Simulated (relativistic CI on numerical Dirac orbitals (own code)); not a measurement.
How well does a small relativistic CI reproduce La IV?

Calculated at this level of theory: Dirac-Coulomb-Breit CI, orbitals from a KLI potential per configuration, model QED, valence Slater integrals scaled by 0.85, P86 correlation energy added to each configuration (own radial code, finite nucleus).

Configurations in the expansion (outside the closed core [Kr] 4d10): 5s²5p⁶, 5s²5p⁵5d, 5s²5p⁵4f, 5s²5p⁵5f, 5s5p⁶5d, 5s²5p⁵6s, 5s²5p⁵6p, 5s5p⁶5f, 5s²5p⁵6d, 5s²5p⁵7s, 5s²5p⁵7p, 5p⁶4f², 5p⁵4f²5d, 5p⁵4f³, 5p⁵4f²5f, 5p⁵4f²6s, 5p⁵4f²6p. Double excitations out of closed p, d and f shells are left out; levels of such configurations are missing from the list, as are those of other unlisted configurations, and high levels can miss mixing partners.

| Configuration | Term (tabulated) | J | Measured (cm⁻¹) | Computed | Error | Purity (%) |
| --- | --- | --- | --- | --- | --- | --- |
| 5s²5p⁶ | 1S | 0 | 0.0 | 0 | 0 | 100 |
| 5s²5p⁵4f | 2[3/2] | 1 | 143354.7 | 147904 | 4549 | 99 |
| 5s²5p⁵4f | 2[3/2] | 2 | 145949.0 | 150586 | 4637 | 93 |
| 5s²5p⁵5d | 2[1/2]° | 0 | 156100.3 | 157593 | 1493 | 100 |
| 5s²5p⁵5d | 2[1/2]° | 1 | 158412.6 | 159957 | 1544 | 94 |
| 5s²5p⁵4f | 2[5/2] | 2 | 160486.4 | 166461 | 5975 | 52 |
| 5s²5p⁵5d | 2[3/2]° | 2 | 162867.6 | 164535 | 1668 | 79 |
| 5s²5p⁵5d | 2[7/2]° | 4 | 163693.3 | 165317 | 1623 | 100 |
| 5s²5p⁵5d | 2[7/2]° | 3 | 165070.7 | 167217 | 2146 | 75 |
| 5s²5p⁵5d | 2[5/2]° | 2 | 167921.7 | 170811 | 2889 | 46 |
| 5s²5p⁵5d | 2[5/2]° | 3 | 173335.5 | 175842 | 2507 | 61 |
| 5s²5p⁵4f | 2[5/2] | 2 | 175013.8 | 183494 | 8481 | 52 |
| 5s²5p⁵5d | 2[3/2]° | 1 | 181155.0 | 184566 | 3411 | 90 |
| 5s²5p⁵5d | 2[5/2]° | 2 | 184885.7 | 188318 | 3433 | 53 |
| 5s²5p⁵5d | 2[3/2]° | 2 | 188393.2 | 191541 | 3148 | 52 |
| 5s²5p⁵5d | 2[5/2]° | 3 | 190831.7 | 193581 | 2749 | 45 |
| 5s²5p⁵6s | 2[3/2]° | 2 | 198303.1 | 202954 | 4651 | 98 |
| 5s²5p⁵6s | 2[3/2]° | 1 | 200183.3 | 205027 | 4843 | 59 |
| 5s²5p⁵5d | 2[3/2]° | 1 | 215919.2 | 224646 | 8727 | 87 |
| 5s²5p⁵6s | 2[1/2]° | 0 | 219336.9 | 224588 | 5251 | 100 |
| 5s²5p⁵6s | 2[1/2]° | 1 | 220506.9 | 225817 | 5310 | 59 |
| 5s²5p⁵6p | 2[1/2] | 1 | 231008.7 | 234553 | 3544 | 73 |
| 5s²5p⁵6p | 2[5/2] | 2 | 233401.5 | 237143 | 3742 | 54 |
| 5s²5p⁵6p | 2[5/2] | 3 | 236790.4 | 239976 | 3186 | 100 |
| 5s²5p⁵6p | 2[3/2] | 1 | 237727.3 | 241369 | 3642 | 56 |
| 5s²5p⁵6p | 2[3/2] | 2 | 239654.3 | 243072 | 3418 | 70 |
| 5s²5p⁵6p | 2[1/2] | 0 | 244301.8 | 247712 | 3410 | 53 |
| 5s²5p⁵6p | 2[3/2] | 1 | 254251.3 | 258611 | 4360 | 70 |
| 5s²5p⁵6p | 2[1/2] | 1 | 259085.9 | 263084 | 3999 | 59 |
| 5s²5p⁵6p | 2[3/2] | 2 | 259224.3 | 263083 | 3859 | 45 |
| 5s²5p⁵6p | 2[1/2] | 0 | 260449.8 | 264712 | 4262 | 52 |
| 5s²5p⁵6d | 2[1/2]° | 0 | 284205.8 | 286484 | 2278 | 100 |
| 5s²5p⁵6d | 2[1/2]° | 1 | 284981.9 | 287303 | 2321 | 83 |
| 5s²5p⁵6d | 2[7/2]° | 4 | 285856.4 | 288300 | 2443 | 100 |
| 5s²5p⁵6d | 2[3/2]° | 2 | 286298.2 | 288624 | 2326 | 55 |
| 5s²5p⁵6d | 2[5/2]° | 2 | 287402.6 | 289680 | 2277 | 55 |
| 5s²5p⁵6d | 2[3/2]° | 1 | 290596.2 | 295916 | 5320 | 48 |
| 5s²5p⁵7s | 2[3/2]° | 2 | 292080.3 | 294179 | 2099 | 99 |
| 5s²5p⁵7s | 2[3/2]° | 1 | 292777.8 | 294947 | 2169 | 62 |
| 5s²5p⁵6d | 2[5/2]° | 2 | 307183.0 | 310251 | 3068 | 72 |
| 5s²5p⁵6d | 2[3/2]° | 2 | 307398.4 | 311064 | 3665 | 41 |
| 5s²5p⁵6d | 2[3/2]° | 1 | 310049.8 | 315501 | 5452 | 53 |
| 5s²5p⁵7s | 2[1/2]° | 0 | 313512.4 | 316175 | 2662 | 100 |
| 5s²5p⁵7s | 2[1/2]° | 1 | 313917.0 | 316576 | 2659 | 64 |

Measured levels from Martin, Zalubas and Hagan, Atomic Energy Levels: The Rare-Earth Elements, NSRDS-NBS 60 (1978); pairs were made by configuration, J and term (by order where the table uses no LS term), so strongly mixed levels may be paired wrongly.

Mean error by configuration (cm⁻¹): 5s²5p⁵4f 5910; 5s²5p⁵5d 2945; 5s²5p⁵6s 5014; 5s²5p⁵6p 3742; 5s²5p⁵6d 3239; 5s²5p⁵7s 2397. Over the excited levels the mean absolute error is 3609 cm⁻¹ (43 of the 47 excited levels that our extract of the source holds in range could be paired, and the others can miss by more), and the median relative error of those above 1,000 cm⁻¹ is 1.5 %.
